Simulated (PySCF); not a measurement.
PySCF 2.14 output of an unrestricted M06 calculation on a single atom or ion in aug-cc-pVDZ-PP with ECP28MDF, with a scalar-relativistic core potential:

```
SCF conv_tol = 1e-09
number electrons alpha = 14  beta = 9
    Y. Zhao and D. G. Truhlar.,  Theor. Chem. Acc. 120, 215 (2008)
    Y. Zhao and D. G. Truhlar.,  Theor. Chem. Acc. 120, 215 (2008)
cycle= 1 E= -239.799731689427  delta_E= -0.00171  |g|= 0.00768  |ddm|= 0.429
cycle= 2 E= -239.799762529103  delta_E= -3.08e-05  |g|= 0.00197  |ddm|= 0.0501
cycle= 3 E= -239.799764240723  delta_E= -1.71e-06  |g|= 0.000763  |ddm|= 0.00765
cycle= 4 E= -239.799764451793  delta_E= -2.11e-07  |g|= 0.000175  |ddm|= 0.00351
cycle= 5 E= -239.799764463048  delta_E= -1.13e-08  |g|= 1.63e-05  |ddm|= 0.000604
cycle= 6 E= -239.799764463206  delta_E= -1.58e-10  |g|= 3.87e-07  |ddm|= 0.000112
converged SCF energy = -239.799764463206  <S^2> = 8.7510073  2S+1 = 6.0003358
```

The run itself started from symmetry-adapted Hartree-Fock orbitals and held the occupation by maximum overlap, on a logarithmic radial grid, so the iterations belong to that start.

Q: Which element, charge and spin multiplicity is this?

A: Sb (antimony, neutral), multiplicity 6; the state was [Kr] 4d10 5s1 5p3 6s1, high-spin 6S determinant (an excited configuration).

Energies and moments cover only the electrons outside the core potential. The outer electron is Rydberg-like, and this basis confines it to a smaller radius and binds it less than a complete one would.
